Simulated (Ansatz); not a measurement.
Geometry optimisation, RKS PBE-D4/6-31G (Ansatz 0.2.0).

Input file:

```yaml
crystal:
  periodic: [false, false, false]
  atoms:
    - { symbol: B, position_ang: [1.7709, -2.5742, 0.0283] }
    - { symbol: Si, position_ang: [1.7293, -0.7125, -0.6608] }
    - { symbol: C, position_ang: [2.36675, -0.60275, -2.44612] }
    - { symbol: Al, position_ang: [2.49042, 1.3479, -2.87163] }
    - { symbol: Si, position_ang: [1.14551, -1.44297, -3.56416] }
    - { symbol: C, position_ang: [1.8247, -1.5075, -5.31257] }
    - { symbol: H, position_ang: [2.7565, -3.1406, 0.0781] }
    - { symbol: H, position_ang: [0.747, -3.0052, 0.3611] }
    - { symbol: H, position_ang: [0.30447, -0.21311, -0.60193] }
    - { symbol: H, position_ang: [2.56609, 0.09981, 0.20046] }
    - { symbol: H, position_ang: [3.31744, -1.11103, -2.51307] }
    - { symbol: H, position_ang: [2.12751, 2.46373, -1.87225] }
    - { symbol: H, position_ang: [3.06994, 1.72287, -4.43703] }
    - { symbol: H, position_ang: [-0.14947, -0.71929, -3.61729] }
    - { symbol: H, position_ang: [0.8925, -2.83488, -3.10373] }
    - { symbol: H, position_ang: [1.09514, -2.04952, -5.97979] }
    - { symbol: H, position_ang: [1.95627, -0.46585, -5.6991] }
    - { symbol: H, position_ang: [2.79211, -2.04408, -5.30864] }
basis:
  gaussian: { orbitals: "6-31G" }
hamiltonian:
  xc: pbe
  dispersion: d4
relax:
  f_tol: 0.015
  max_steps: 40
```

Run as:

```bash
$ ansatz run input.yaml --threads 1 --pin off --max-ram 2048MiB --backend cpu --events-out ev --progress --plain --runs-dir out
```

**Question.** Where does it end, and by what steps?

**Answer.** The run ended unconverged. The force dipped under the threshold on the way, but the program's further checks kept it going. Limits of this set-up: no polarisation functions. After 39 steps the energy has fallen by 0.552 eV; H13 moved furthest, 1.81 Å.

```json
{"step": "0", "energy less start (eV)": "0.0000", "largest force component (eV/Å)": "1.684", "accepted": "yes"}
{"step": "2", "energy less start (eV)": "-0.4704", "largest force component (eV/Å)": "0.452", "accepted": "yes"}
{"step": "4", "energy less start (eV)": "-0.4968", "largest force component (eV/Å)": "0.081", "accepted": "yes"}
{"step": "6", "energy less start (eV)": "-0.5031", "largest force component (eV/Å)": "0.046", "accepted": "yes"}
{"step": "8", "energy less start (eV)": "-0.5121", "largest force component (eV/Å)": "0.115", "accepted": "yes"}
{"step": "10", "energy less start (eV)": "-0.5183", "largest force component (eV/Å)": "0.056", "accepted": "yes"}
{"step": "12", "energy less start (eV)": "-0.5260", "largest force component (eV/Å)": "0.238", "accepted": "yes"}
{"step": "14", "energy less start (eV)": "-0.5306", "largest force component (eV/Å)": "0.115", "accepted": "yes"}
{"step": "16", "energy less start (eV)": "-0.5376", "largest force component (eV/Å)": "0.077", "accepted": "yes"}
{"step": "18", "energy less start (eV)": "-0.5399", "largest force component (eV/Å)": "0.141", "accepted": "yes"}
{"step": "20", "energy less start (eV)": "-0.5438", "largest force component (eV/Å)": "0.031", "accepted": "yes"}
{"step": "22", "energy less start (eV)": "-0.5462", "largest force component (eV/Å)": "0.042", "accepted": "yes"}
{"step": "24", "energy less start (eV)": "-0.5480", "largest force component (eV/Å)": "0.116", "accepted": "yes"}
{"step": "26", "energy less start (eV)": "-0.5489", "largest force component (eV/Å)": "0.038", "accepted": "yes"}
{"step": "28", "energy less start (eV)": "-0.5495", "largest force component (eV/Å)": "0.014", "accepted": "yes"}
{"step": "30", "energy less start (eV)": "-0.5504", "largest force component (eV/Å)": "0.058", "accepted": "yes"}
{"step": "32", "energy less start (eV)": "-0.5512", "largest force component (eV/Å)": "0.030", "accepted": "yes"}
{"step": "34", "energy less start (eV)": "-0.5519", "largest force component (eV/Å)": "0.019", "accepted": "yes"}
{"step": "36", "energy less start (eV)": "-0.5523", "largest force component (eV/Å)": "0.016", "accepted": "yes"}
{"step": "38", "energy less start (eV)": "-0.5524", "largest force component (eV/Å)": "0.019", "accepted": "yes"}
{"step": "39", "energy less start (eV)": "-0.5515", "largest force component (eV/Å)": "0.090", "accepted": "no"}
```

```xyz
18
Properties=species:S:1:pos:R:3
B 1.784 -2.581 0.135
Si 1.765 -0.710 -0.639
C 2.370 -0.583 -2.476
Al 2.600 1.318 -2.935
Si 1.122 -1.495 -3.614
C 1.665 -1.465 -5.459
H 2.534 -3.421 -0.297
H 1.081 -2.873 1.069
H 0.410 -0.032 -0.512
H 2.697 0.097 0.275
H 3.351 -1.097 -2.526
H 1.298 2.229 -3.258
H 4.081 1.981 -2.955
H -0.239 -0.836 -3.471
H 0.964 -2.943 -3.160
H 0.968 -2.054 -6.078
H 1.675 -0.431 -5.847
H 2.676 -1.893 -5.572
```

Time of the run: 5.2 min on 1 thread of Arm Neoverse V1 (shared host), peak memory 0.17 GiB.
